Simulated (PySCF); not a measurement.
# C₆ coefficients of unlike pairs at BLYP

Calculated with PySCF 2.14 from the dipole response of each species, C₆(A,B) = (3/π) ∫ α_A(iu) α_B(iu) du, in atomic units, from isotropic polarisabilities. For ions this is the dispersion term alone; charge-induced terms of lower order in 1/R come first.

```json
{"species": "I³⁺", "configuration": "[Kr] 4d10 5s2 5p2 (3P)", "basis": "def2-QZVPPD with the def2 core potential (28 electrons) (8s7p5d4f1g)", "relativity": "core potential", "α (bohr³)": "9.946", "C₆ (like pair)": "56.16"}
{"species": "Sb³⁺", "configuration": "[Kr] 4d10 5s2 (1S)", "basis": "aug-cc-pwCVDZ-PP with ECP28MDF (6s5p4d1f)", "relativity": "core potential", "α (bohr³)": "9.808", "C₆ (like pair)": "43.53"}
{"species": "K", "configuration": "[Ar] 4s1 (2S)", "basis": "dyall-av3z (25s18p5d2f)", "relativity": "none", "α (bohr³)": "265.0", "C₆ (like pair)": "3397"}
{"species": "C⁺", "configuration": "[He] 2s2 2p1 (2P)", "basis": "dyall-acv3z (15s9p4d2f)", "relativity": "spin-free X2C", "α (bohr³)": "6.071", "C₆ (like pair)": "14.50"}
```

Q: Estimate C₆ for K with I³⁺.

A: The integral gives 256.9. The combination rule 2 C_A C_B / (C_A α_B/α_A + C_B α_A/α_B) gives 235.0 and the geometric mean 436.8.

No spin-orbit coupling is included.

The other pairs:

| pair | C₆ |
| --- | --- |
| C⁺, I³⁺ | 28.04 |
| Sb³⁺, I³⁺ | 49.23 |
| C⁺, K | 148.0 |
| K, Sb³⁺ | 243.6 |
| C⁺, Sb³⁺ | 24.84 |
